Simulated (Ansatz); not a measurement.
`N[SiH2][S][AlH2]` and `N[SiH2][S][GeH3]` differ in one atom or group.

Ansatz, PBE0-D4/def2-TZVP geometries, multiplicity 1. Each molecule was computed in one conformer, which needn't be the lowest.

Scalar relativity is left out up to krypton.

```
                                        property  `N[SiH2][S][AlH2]`
            HOMO–LUMO gap (PBE0/def2-TZVPP) / eV                5.98
             HOMO energy (B3LYP/def2-TZVPP) / eV               -7.19
              HOMO energy (PBE0/def2-TZVPP) / eV               -7.45
               LUMO energy (PBE/def2-TZVPP) / eV               -2.21
             LUMO energy (B3LYP/def2-TZVPP) / eV               -1.65
size of the dipole moment (B3LYP/def2-TZVPP) / D                1.73
```

What does the change do to each property? (Estimate.)

Computed: 
| property | `N[SiH2][S][GeH3]` | shift |
| --- | --- | --- |
| HOMO–LUMO gap (PBE0/def2-TZVPP) / eV | 7.04 | 1.06 |
| HOMO energy (B3LYP/def2-TZVPP) / eV | -6.87 | 0.32 |
| HOMO energy (PBE0/def2-TZVPP) / eV | -7.11 | 0.34 |
| LUMO energy (PBE/def2-TZVPP) / eV | -0.95 | 1.26 |
| LUMO energy (B3LYP/def2-TZVPP) / eV | -0.34 | 1.31 |
| size of the dipole moment (B3LYP/def2-TZVPP) / D | 0.71 | -1.02 |

With PBE0 the HOMO rises by 0.34 eV and the LUMO rises by 1.40 eV, so the gap widens by about 1.06 eV. PBE moves the HOMO by 0.28 eV and ωB97M-V by 0.37 eV. The zero-point energy changes by 24.9 kJ/mol with +3 modes. Dipoles are sizes alone; their direction can turn.

B3LYP here is the variant with VWN-RPA as its local correlation; programs differ in this.
